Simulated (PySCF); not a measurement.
# Reading the logs of faulty runs: Al2BCH6

Calculated results; nothing here was measured. The program is PySCF 2.14.0, an open-source quantum chemistry code, run on an isolated molecule that a program drew, which may never have been made. The molecule is Al2BCH6 (charge 0, doublet), drawn as the SMILES string `B[CH2][AlH][AlH]`.

Each row is a Hartree-Fock (HF) and frozen-core CCSD(T) single point in the cc-pV(D+d)Z basis, meant for a local HF minimum. Run 1 is clean. Each other run has one planted mistake out of seven kinds, and not every kind appears here: one electron removed, one electron added, multiplicity raised by two, geometry at a saddle point, minimal basis STO-3G, one bond length entered in bohr, all coordinates scaled. The reference is restricted for singlets and unrestricted otherwise, and also for a bond in bohr. Adding or removing an electron swaps singlet and doublet. Electrons count all cores. HOMO and LUMO are orbital energies over both spins, the gradient is its largest component, and the lowest frequency (negative if imaginary) is given only where the gradient is small. Bond lengths are over the 9 bonds as drawn. T1 is the CCSD diagnostic: over 0.02 (restricted) or 0.045 (unrestricted) a single reference is doubtful.

Geometry of the clean run:
```xyz
10
Al2BCH6, angstrom
B    -0.5564    1.3968    0.2240
C    -0.6472    0.5441    1.4973
Al   -0.2627   -1.3699    1.0487
Al    1.7066   -2.0799   -0.5015
H     0.5124    1.7698   -0.1943
H    -1.5342    1.6507   -0.4322
H     0.1612    0.7425    2.2157
H    -1.6166    0.5391    2.0015
H    -1.3175   -2.4479    1.5458
H     3.2027   -2.4562   -0.0974
```

| run | electrons | basis functions | <S^2> | HOMO (eV) | LUMO (eV) | gradient (hartree/bohr) | lowest frequency (cm^-1) | mean bond (Å) | longest bond (Å) | T1 | HF (hartree) | CCSD(T) (hartree) | mistake |
|---|---|---|---|---|---|---|---|---|---|---|---|---|---|
| 1 | 43 | 104 | 0.789 | -7.31 | 0.41 | 2.0e-05 | 29 | 1.5477 | 2.605 | 0.0194 | -549.83717 | -550.24609 | no fault |
| 2 | 43 | 104 | 0.789 | -7.30 | 0.42 | 8.5e-03 | - | 1.5292 | 2.574 | 0.0193 | -549.83610 | -550.24425 | all coordinates scaled |
| 3 | 43 | 34 | 0.772 | -3.00 | 7.12 | 3.4e-02 | - | 1.5477 | 2.605 | 0.0149 | -543.19687 | -543.38761 | minimal basis STO-3G |
| 4 | 43 | 104 | 1.489 | -7.44 | 0.25 | 2.1e-02 | - | 1.6558 | 2.605 | 0.0592 | -549.71186 | -550.11761 | one bond length entered in bohr |
| 5 | 42 | 104 | 0.000 | -14.87 | -5.95 | 4.1e-02 | - | 1.5477 | 2.605 | 0.0142 | -549.59373 | -549.99358 | one electron removed |
| 6 | 44 | 104 | 0.000 | -0.65 | 5.38 | 3.4e-02 | - | 1.5477 | 2.605 | 0.0253 | -549.83364 | -550.28249 | ? |

**Which mistake was planted in run 6, and what did it cost?**

It counts 44 electrons, one more than the clean run, at the same geometry and basis. So the mistake is: one electron added. Subtracting run 1 and multiplying by 627.51 kcal/mol a hartree, the energy moved by 2.2 kcal/mol in HF and -22.8 kcal/mol in CCSD(T).

Cautions from the logs. Run 4: T1 is over the limit, so its CCSD(T) energy is less reliable; run 6: T1 is over the limit, so its CCSD(T) energy is less reliable.
